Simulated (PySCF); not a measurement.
CH7ClOSi3, SMILES [Si@H]1(Cl)C[SiH2][Si@@H]1O.

Geometry: B3LYP-D3(BJ)/def2-SVP. The structure was generated by enumeration; whether it is a known compound was not checked. The values are those of a single conformer.

Two levels are set side by side: TDDFT-PBE/def2-SVPD (PySCF) and TDDFT-B3LYP/def2-SVPD (PySCF). Vertical, same geometry. The lowest singlet is HOMO→LUMO 99 % with PBE and HOMO→LUMO 99 % with the other functional; states are paired by order. Differences are taken from unrounded values.

```csv
quantity,TDDFT-B3LYP,TDDFT-PBE,TDDFT-PBE minus TDDFT-B3LYP
lowest singlet excitation (eV),4.59,4.23,-0.36
lowest triplet excitation (TDA) (eV),4.07,3.72,-0.35
first bright state (f over 0.05) (eV),5.66,5.26,-0.40
its oscillator strength,0.10,0.08,-0.03
```

Functionals without exact exchange tend to place singlet excitations lower, as here. Differences between two approximate levels are no errors against the true value.

Rough cost on one machine, each run with all the roots and properties that it gave: TDDFT-B3LYP against TDDFT-PBE about 4 times.
